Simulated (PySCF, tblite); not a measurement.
Compound: 2-tetrahydrofuroic acid, C5H8O3.
Numbering: `[O:1]=[C:2]([OH:3])[C@H:4]1[CH2:5][CH2:6][CH2:7][O:8]1` (hydrogens: H9 on O3; H10 on C4; H11, H12 on C5; H13, H14 on C6; H15, H16 on C7)

Computed with GFN2-xTB (tblite), gas phase: Langevin dynamics at 200 K from the optimised GFN2-xTB geometry, time step 0.5 fs, friction 0.01 fs⁻¹, 2000 steps. Over the second half of the run the saved frames average 190 K.

Frame at 250 fs, instantaneous temperature 133 K:
```
atom  x, y, z in Å
O1      1.228    0.139    1.915
C2      1.361   -0.163    0.746
O3      2.537   -0.613    0.237
C4      0.319    0.123   -0.351
C5     -0.639   -1.101   -0.425
C6     -2.027   -0.436   -0.246
C7     -1.626    0.726    0.557
O8     -0.479    1.207   -0.104
H9      3.185   -0.751    0.985
H10     0.853    0.337   -1.317
H11    -0.453   -1.738    0.432
H12    -0.542   -1.694   -1.275
H13    -2.420   -0.193   -1.197
H14    -2.683   -1.029    0.311
H15    -1.364    0.403    1.537
H16    -2.330    1.581    0.505
```

Frame at 425 fs, instantaneous temperature 202 K:
```
atom  x, y, z in Å
O1      0.928   -0.014    2.211
C2      1.029   -0.086    1.021
O3      2.230   -0.338    0.483
C4     -0.066    0.068   -0.020
C5     -0.912   -1.208   -0.076
C6     -2.337   -0.790   -0.122
C7     -2.211    0.505    0.666
O8     -0.949    1.068    0.404
H9      2.923   -0.446    1.178
H10     0.417    0.350   -0.957
H11    -0.684   -1.854    0.796
H12    -0.567   -1.687   -0.985
H13    -2.698   -0.547   -1.123
H14    -3.029   -1.483    0.323
H15    -2.300    0.299    1.742
H16    -2.925    1.260    0.364
```

Frame at 625 fs, instantaneous temperature 194 K:
```
atom  x, y, z in Å
O1      0.829   -0.340    2.199
C2      1.012   -0.106    1.059
O3      2.259   -0.133    0.482
C4     -0.002    0.330    0.025
C5     -0.697   -0.893   -0.656
C6     -2.124   -0.697   -0.199
C7     -2.018    0.234    1.006
O8     -0.983    1.094    0.550
H9      2.914   -0.440    1.128
H10     0.513    0.971   -0.726
H11    -0.314   -1.892   -0.334
H12    -0.658   -0.838   -1.702
H13    -2.707   -0.098   -0.907
H14    -2.733   -1.584   -0.047
H15    -1.706   -0.284    1.899
H16    -2.863    0.864    1.246
```

Frame at 800 fs, instantaneous temperature 231 K:
```
atom  x, y, z in Å
O1      0.843   -0.667    2.331
C2      1.129   -0.134    1.294
O3      2.421   -0.107    0.876
C4      0.161    0.458    0.306
C5     -0.661   -0.633   -0.361
C6     -1.928   -0.778    0.493
C7     -1.760    0.432    1.432
O8     -0.773    1.263    0.918
H9      3.037   -0.534    1.483
H10     0.722    1.081   -0.392
H11    -0.136   -1.575   -0.495
H12    -0.925   -0.357   -1.396
H13    -2.886   -0.735    0.024
H14    -1.836   -1.696    1.107
H15    -1.527    0.137    2.482
H16    -2.674    1.035    1.558
```

Frame at 1000 fs, instantaneous temperature 123 K:
```
atom  x, y, z in Å
O1      1.235   -0.790    2.104
C2      1.319   -0.041    1.159
O3      2.501    0.370    0.676
C4      0.264    0.698    0.356
C5     -0.851   -0.318   -0.120
C6     -1.819   -0.217    1.045
C7     -1.739    1.233    1.374
O8     -0.415    1.610    1.212
H9      3.210   -0.010    1.227
H10     0.772    1.136   -0.471
H11    -0.436   -1.312   -0.335
H12    -1.322    0.046   -1.058
H13    -2.828   -0.573    0.890
H14    -1.369   -0.832    1.818
H15    -2.092    1.475    2.389
H16    -2.382    1.819    0.689
```

Problem. What do single points at PBE0/pcSseg-1 (PySCF, gas phase) give on these frames?

Solution. 
```
t (fs)  GFN2-xTB E above start (eV)  DFT E above lowest frame (eV)  HOMO (eV)  LUMO (eV)  dipole (D)
   250                         0.41                           0.18      -7.42       0.02        2.35
   425                         0.25                           0.00      -7.37       0.21        2.62
   625                         0.31                           0.02      -7.40       0.26        2.04
   800                         0.24                           0.01      -7.27      -0.01        1.86
  1000                         0.26                           0.00      -7.43      -0.11        1.78
```

The two levels order the frames alike by energy but for pairs within 0.08 eV at one level; measured from each level's lowest frame they differ by 0.05 eV at most. The HOMO–LUMO gap runs from 7.26 to 7.66 eV. These are instantaneous structures, not minima.

Problem. And the isotropic GIAO shieldings (ppm) from the same runs?

Solution. 
| atom | 250 fs | 425 fs | 625 fs | 800 fs | 1000 fs | mean | range |
| --- | --- | --- | --- | --- | --- | --- | --- |
| O1 | -96.6 | -81.2 | -70.3 | -100.9 | -71.1 | -84.0 | 30.6 |
| C2 | -1.3 | 5.9 | 9.8 | 6.4 | 7.3 | 5.6 | 11.1 |
| O3 | 109.1 | 112.9 | 121.1 | 120.0 | 103.3 | 113.3 | 17.8 |
| C4 | 111.7 | 105.6 | 114.4 | 113.2 | 106.8 | 110.3 | 8.8 |
| C5 | 154.0 | 155.1 | 156.3 | 156.8 | 149.3 | 154.3 | 7.5 |
| C6 | 164.1 | 160.3 | 161.7 | 163.0 | 160.7 | 162.0 | 3.8 |
| C7 | 117.3 | 113.1 | 114.8 | 117.9 | 116.8 | 116.0 | 4.8 |
| O8 | 254.6 | 270.7 | 269.2 | 273.9 | 281.6 | 270.0 | 27.0 |
| H9 | 24.9 | 25.1 | 26.2 | 25.8 | 25.6 | 25.5 | 1.3 |
| H10 | 26.5 | 27.1 | 26.5 | 27.1 | 27.5 | 26.9 | 1.0 |
| H11 | 30.3 | 29.4 | 29.4 | 30.0 | 29.5 | 29.7 | 0.9 |
| H12 | 30.5 | 29.4 | 30.1 | 29.3 | 29.3 | 29.7 | 1.2 |
| H13 | 31.0 | 29.9 | 30.0 | 30.0 | 30.3 | 30.2 | 1.1 |
| H14 | 31.2 | 30.1 | 30.1 | 29.1 | 29.2 | 29.9 | 2.1 |
| H15 | 28.3 | 27.4 | 27.7 | 26.6 | 27.2 | 27.4 | 1.7 |
| H16 | 27.1 | 27.5 | 27.8 | 27.4 | 27.8 | 27.5 | 0.7 |

The cost below is that of the whole dynamics run. Hardware: Intel Xeon Platinum 8488C, one thread, no GPU, shared host with 96 logical CPUs at a one-minute load of 43. Cost: 10 s wall, 0.18 GiB resident at most.
